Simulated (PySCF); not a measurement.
C₂H₂BCl₂ (doublet state).
SMILES: `ClB(Cl)/C=[C]/[H]`

Method: PySCF, PBE0-D3(BJ)/def2-SVP geometry optimisation, gas phase.

Masses are those of the commonest isotopes; rigid-rotor values at the optimised geometry. 

Question: What are A, B and C (MHz)?

Answer: Ia = 134.83, Ib = 200.89, Ic = 335.71 u·Å²; 505379 MHz·u·Å²/I gives A = 3748, B = 2516, C = 1505 MHz.

Question: Classify the top.

Answer: An asymmetric top. Ray's parameter κ = (2B − A − C)/(A − C) = -0.099; −1 is the prolate and +1 the oblate limit.

Question: What does the inertial defect say?

Answer: Planar: Δ = Ic − Ia − Ib = 0.00 u·Å². For a rigid frame Δ = −2 Σ m c², so it vanishes when all atoms lie in the ab plane; here none is more than 0.01 Å from it.

Question: Predict some low-J microwave lines.

Answer: The dipole components are |μa| = 1.21 D, |μb| = 1.67 D, |μc| = 0.00 D; the mirror of this Cs structure is the ab plane, so μc vanishes by symmetry and there are no c-type lines. Intensities carry the squares of the components, which stand as 0.53 : 1.00 (a : b). Some lines, for components of 0.1 D or more:

```tsv
type	branch	J(Ka,Kc)	MHz	lower level (cm⁻¹)
a	Q	1(1,0) ← 1(1,1)	1010	0.175
a	Q	2(1,1) ← 2(1,2)	3031	0.410
b	Q	2(1,1) ← 2(0,2)	3669	0.389
b	Q	4(2,2) ← 4(1,3)	5546	1.516
b	R	2(0,2) ← 1(1,1)	6394	0.175
b	Q	2(2,1) ← 2(1,2)	6729	0.410
a	R	2(0,2) ← 1(0,1)	7627	0.134
a	Q	4(1,3) ← 4(1,4)	9370	1.204
b	Q	4(3,2) ← 4(2,3)	9840	1.562
a	R	3(1,3) ← 2(1,2)	10325	0.410
b	Q	4(2,3) ← 4(1,4)	10741	1.204
b	R	3(1,3) ← 2(0,2)	10963	0.389
b	Q	4(4,1) ← 4(3,2)	11689	1.890
a	R	3(2,2) ← 2(2,1)	12063	0.634
b	R	2(2,1) ← 1(1,0)	12751	0.209
b	R	4(0,4) ← 3(1,3)	13398	0.754
a	R	4(0,4) ← 3(0,3)	13640	0.746
b	R	2(2,0) ← 1(1,1)	14177	0.175
b	R	4(1,3) ← 3(2,2)	14376	1.037
b	R	3(2,2) ← 2(1,1)	15761	0.511
b	R	4(2,2) ← 3(1,3)	28390	0.754
```

Question: Estimate the classical rotational partition function at 10 K, 100 K and 200 K.

Answer: Point group Cs, symmetry number σ = 1; q = (√π/σ)·√((kT/h)³/(ABC)), k/h = 20836.6 MHz/K: 1410 at 10 K, 44700 at 100 K, 127000 at 200 K.

For this open shell read J as N, the rotation without spin; fine and hyperfine splittings come on top. No PBE0-D3(BJ)/def2-SVP frequencies stand behind this structure, so it isn't proved a minimum. ⟨S²⟩ = 0.768 (exact for a doublet: 0.75). No vibrational averaging or centrifugal distortion is included, and the geometry carries the error of its method. Quadrupole hyperfine structure (11B, 35Cl) is left out.

The values belong to the conformer `[H]/[C:1]=[CH:2]/[B:3]([Cl:4])[Cl:5]`: C1–C2–B3–Cl4 0°.
